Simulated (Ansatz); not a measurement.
Species: sum formula H5SiN2O (charge 0, doublet). It need not be the lowest isomer of its formula. SMILES: N[Si](O)N
Structure (B3LYP-D3(BJ)/def2-TZVP (Ansatz, a quantum-chemistry and plane-wave program) minimum search):
```xyz
9

Si     0.0954    -0.2362    -0.2920
O      1.5414     0.1984     0.4137
N     -0.9024     0.9846    -0.9698
N     -0.7773    -0.8501     1.0520
H      2.2802     0.3338    -0.1849
H     -1.3505     1.6830    -0.3924
H     -0.8036     1.2814    -1.9260
H     -0.2994    -1.3769     1.7663
H     -1.7348    -1.1426     0.9406
```
Charge 0, spin multiplicity 2.

Quantity: atomisation energy (electronic, to ground-state atoms); the coupled-cluster value holds the core correlation from cc-pwCVTZ, in kcal/mol. Valence correlation only, unless marked. Open shells are spin-unrestricted. No spin-orbit coupling. No relativistic terms. Basis-set limits of correlation are two-point, X^-3; Hartree-Fock from the larger set.

Level to compare with: CCSD(T)/CBS(cc-pV(T+d)Z,cc-pV(Q+d)Z) plus the core term (Ansatz), 765.4 kcal/mol. It is a level with limits of its own, and the differences hold the functionals' basis error too.

### Question
Rank these functionals by how close they come to CCSD(T)/CBS(cc-pV(T+d)Z,cc-pV(Q+d)Z), closest first: wB97X-V/def2-TZVPD (Ansatz); r2SCANh/def2-TZVPD (Ansatz); B97M-V/def2-TZVPD (Ansatz).

### Answer
wB97X-V/def2-TZVPD (range-separated hybrid with VV10, 764.5 kcal/mol, difference -0.9), B97M-V/def2-TZVPD (meta-GGA with VV10, 759.4 kcal/mol, difference -6.0), r2SCANh/def2-TZVPD (hybrid meta-GGA, 752.2 kcal/mol, difference -13.2)
